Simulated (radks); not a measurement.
Initial-state core-level shifts of the xenon ion Xe+ when its valence configuration changes from [Kr] 4d10 5s2 5p5. All-electron calculation, scalar-relativistic Kohn-Sham, r2SCAN, spin-polarised, spherical densities, finite nucleus; open shells are filled with parallel spins first (spin-orbit coupling, left out, can overturn this in heavy ions); meta-GGA in the generalised Kohn-Sham scheme; Fermi nuclear charge, rms radius 4.7859 fm. Program: a radial shooting solver on a logarithmic mesh with Libxc functionals. Shifts are changes of the shell-averaged eigenvalues in eV (positive: less bound); the change of the density at the nucleus, which sets a Mossbauer isomer shift, is in e/bohr^3, on a base of 2.805e+05.

valence                2s       3s      4s      4p  density at nucleus
4d10 5s1.5 5p5.5   -0.720   -0.728  -0.708  -0.702              -43.27
4d9.5 5s1.5 5p6    -6.054   -5.781  -4.780  -4.578              -29.42
4d9 5s2 5p6       -10.745  -10.167  -8.147  -7.755              +31.07
4d9.5 5s2 5p5.5    -5.348   -5.069  -4.090  -3.895              +15.31
4d10 5s1 5p6       -1.440   -1.455  -1.414  -1.401              -86.31
